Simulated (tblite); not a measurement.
Start geometry of `O[SiH2][SiH2]N[SiH2][SiH3]` from a force field or distance geometry (Å):
```
atom  x, y, z in Å
O1     3.051   -1.035   -0.551
Si2    2.200    0.469   -0.731
Si3    0.904    0.636    1.097
N4    -0.064   -0.848    1.155
Si5   -1.809   -0.616    0.991
Si6   -2.434    0.183   -0.988
H7     3.950   -1.008   -0.922
H8     1.368    0.395   -1.932
H9     3.142    1.581   -0.821
H10    0.079    1.851    1.087
H11    1.826    0.628    2.241
H12    0.316   -1.552    0.499
H13   -2.434   -1.952    1.109
H14   -2.390    0.203    2.062
H15   -2.212    1.652   -1.058
H16   -3.863   -0.122   -1.193
H17   -1.638   -0.452   -2.055
```

Task: What comes out of this run: GFN2-xTB geometry optimisation, gas phase (tblite)?

Result: 
```
atom  x, y, z in Å
O1     3.2131   -0.8451   -0.5476
Si2    2.3164    0.5033   -0.7662
Si3    0.9967    0.5833    1.1107
N4    -0.1662   -0.7046    1.1261
Si5   -1.8966   -0.6619    0.9790
Si6   -2.5339    0.2064   -1.0603
H7     3.8942   -1.1117   -1.1600
H8     1.6367    0.3949   -2.0691
H9     3.2328    1.6448   -0.9218
H10    0.1832    1.8072    1.1389
H11    1.7240    0.5215    2.3916
H12    0.2391   -1.6252    1.1717
H13   -2.2987   -2.0625    1.1866
H14   -2.4180    0.1074    2.1206
H15   -2.3458    1.6582   -1.1738
H16   -3.9590   -0.0330   -1.3255
H17   -1.8250   -0.3707   -2.2107
```

The energy falls by 15.2 kcal/mol over 62 L-BFGS steps, the largest force on an atom goes from 2.20 to 0.009 eV/Å, and the atoms move by 0.247 Å rms after alignment. The bond that changes most is O1–Si2 (silanol oxygen to oxygen-bound silicon), which shortens by 0.103 Å. Bonds longer at the end by more than 0.005 Å: 4 of 16; shorter: 9. Among the angles that change most is Si3–N4–Si5, from 115.2° to 130.4°. Among the dihedrals that turn most is H12–N4–Si5–Si6, from -63° to -114°. Rotational constants go from 2307, 721.8, 646.6 to 2276, 671.6, 590.7 MHz. The orientation of the end geometry is arbitrary; only internal coordinates are fixed.

On Arm Neoverse V1, one thread (shared host), this took 0.61 s wall.

GFN2-xTB frequencies show an imaginary mode (26i cm⁻¹), so the point is no minimum at that level. 3 starts were optimised and ended at 0.00, 0.06 and 0.87 kcal/mol (GFN2-xTB); the lowest of these is shown.

The numbers are calculated, not measured.
